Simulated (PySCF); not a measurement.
Compound: C9H9N.
Geometry (PBE0-D3(BJ)/def2-SVP, Å), atoms numbered from 1 in this order:
```
atom  x, y, z in Å
N1     3.6607    0.9617    0.6866
C2     2.9503    0.3586    0.0010
C3     2.0250   -0.3771   -0.8590
C4     0.6261   -0.3785   -0.3322
C5    -0.2142   -1.4077   -0.1777
C6    -1.5610   -0.8206    0.2559
C7    -2.0883    0.0233   -0.9134
C8    -1.2486    1.0526   -1.0627
C9    -0.1605    0.8970    0.0072
C10   -1.0327    0.3277    1.1496
H11    2.0543    0.0975   -1.8577
H12    2.3973   -1.4057   -0.9839
H13   -0.0245   -2.4619   -0.3859
H14   -2.2726   -1.5293    0.6984
H15   -2.9584   -0.2287   -1.5210
H16   -1.2747    1.8391   -1.8180
H17    0.4493    1.7854    0.2193
H18   -1.8210    1.0214    1.4777
H19   -0.4436   -0.0252    2.0094
```

All values: PBE0/pcSseg-1 (PySCF, non-relativistic), on one gas-phase PBE0-D3(BJ)/def2-SVP geometry that isn't relaxed in the solvent. The solvent is an IEF-PCM continuum (Bondi radii, 1.10 Å for H, scaled by 1.2). Specific hydrogen bonds and non-electrostatic terms are outside this model.

Gas phase at PBE0/pcSseg-1: HOMO -6.83 eV, LUMO -0.70 eV, dipole 4.04 D.

What does the continuum do to the energy, the frontier levels and the dipole at PBE0/pcSseg-1 in benzene and acetonitrile?

```json
{"solvent": "benzene", "ε": "2.271", "E(solvent) − E(gas) (kcal/mol)": "-3.31", "polarisation term (kcal/mol)": "-3.60", "distortion of the solute (kcal/mol)": "0.29", "HOMO (eV)": "-6.71", "LUMO (eV)": "-0.57", "dipole (D)": "4.52"}
{"solvent": "acetonitrile", "ε": "35.69", "E(solvent) − E(gas) (kcal/mol)": "-7.24", "polarisation term (kcal/mol)": "-8.67", "distortion of the solute (kcal/mol)": "1.43", "HOMO (eV)": "-6.62", "LUMO (eV)": "-0.48", "dipole (D)": "5.10"}
```

The polarisation term is half the interaction of the solute with the surface charges that it induces; the rest is the cost of distorting the solute's density. The sum is the electrostatic part of solvation alone. From benzene to acetonitrile the lowering changes by a factor 2.19, Onsager's factor (ε − 1)/(2ε + 1) by 2.09 and ε itself by 15.7.

Which radius a makes the point-dipole formula ΔE = −[(ε − 1)/(2ε + 1)]·μ²/a³ give the value in acetonitrile, with the gas-phase dipole?

μ = 1.590 au and |ΔE| = 0.01154 Eh give a = 2.50 Å; the farthest nucleus lies 3.93 Å from the centroid of the nuclei, so such a sphere wouldn't even hold the nuclei. The formula assumes a rigid point dipole at the centre of a sphere.

Give the dipole vector in the frame of the coordinates (D, pointing from negative to positive charge), gas and acetonitrile.

Gas (-2.85, -1.91, -2.14), solvent (-3.37, -2.54, -2.86). Its length changes by +26 % and its direction by 4°.

Which Hirshfeld charges (PBE0/pcSseg-1) respond most in acetonitrile (means over atoms taken as equivalent)?

| atoms | environment | gas (e) | solvent (e) | change |
| --- | --- | --- | --- | --- |
| N1 | nitrile nitrogen | -0.230 | -0.291 | -0.061 |
| C2 | nitrile carbon | +0.084 | +0.104 | +0.020 |
| H11 | methylene hydrogen | +0.069 | +0.084 | +0.015 |
| H12 | methylene hydrogen | +0.071 | +0.086 | +0.015 |
| H13 | vinylic hydrogen | +0.052 | +0.060 | +0.008 |
| C3 | sp3 carbon next to a nitrile | -0.037 | -0.030 | +0.007 |

How do the nuclear quadrupole coupling constants eQVzz/h respond in acetonitrile?

```
  nucleus  Q (barn)  gas (MHz)  solvent (MHz)  η gas  η solvent
14N at N1   0.02044      -4.50          -4.10   0.05       0.06
```
